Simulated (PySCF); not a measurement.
C3H10SSiTe, SMILES C[Si](C)(C)[Te]S, singlet at its GFN2-xTB optimised geometry (Å):

```
16

Te    -1.5808     1.7052     0.0000
S     -0.6204     2.2075     2.1489
H     -1.7050     2.0161     2.8858
Si    -0.7259    -0.6982     0.0000
C      1.1808    -0.6982     0.0000
C     -1.4164    -1.4817    -1.5893
C     -1.3782    -1.6048     1.5482
H      1.5808    -1.7052     0.0733
H      1.5762    -0.2469    -0.9059
H      1.5599    -0.1281     0.8436
H     -1.0801    -0.9466    -2.4714
H     -2.5014    -1.4811    -1.5955
H     -1.0846    -2.5102    -1.6791
H     -2.4646    -1.6228     1.5726
H     -1.0345    -1.1089     2.4517
H     -1.0278    -2.6318     1.5830
```

Calculation: B3LYP/def2-TZVP, def2 effective core potentials past Kr (PySCF). The core electrons that the potentials of Te replace are not part of the density. Cells within 0.4 Å of a nucleus heavier than hydrogen are left out (blank, or x).

Map of the electron localisation function on the plane z = 0.0 Å:

```
|0000000000000000000000000000000|
|0000111222211100000000000000000|
|0012234444443210000000000000000|
|0124556666665432100000000000000|
|1356777766677653210000000000000|
|2567887643457765310000000000000|
|4678886323225776421000000000000|
|5788873367733676531000000000000|
|57888725xxx62576520000000000000|
|57898625xxx62476410000000000000|
|578887337x742565200000000000000|
|4788885234324663100000000000000|
|3678887532357752000011100000000|
|2466777767888752111223211000000|
|0234555678998743333455431000000|
|0011223467731125765566542100000|
|0000001234115305986236642100000|
|00000001210xxx23993xx3542100000|
|00000000110xxx3399xxx2542100000|
|000000001202x604986xx7763100000|
|0000000013200005877899986310000|
|0000000012332113557999998620000|
|0000000001222111236999999730000|
|0000000000011000026999999830000|
|0000000000000000004899999720000|
|0000000000000000002799998400000|
|0000000000000000000378873000000|
|0000000000000000000012210000000|
|0000000000000000000000000000000|
|0000000000000000000000000000000|
|0000000000000000000000000000000|
```
Scale: ten equal steps from 0.000 (start of '0') to 1.000 (end of '9'), in the order '0123456789'; x runs from -4.00 to 4.00, y from -4.00 (bottom) to 4.00 (top).
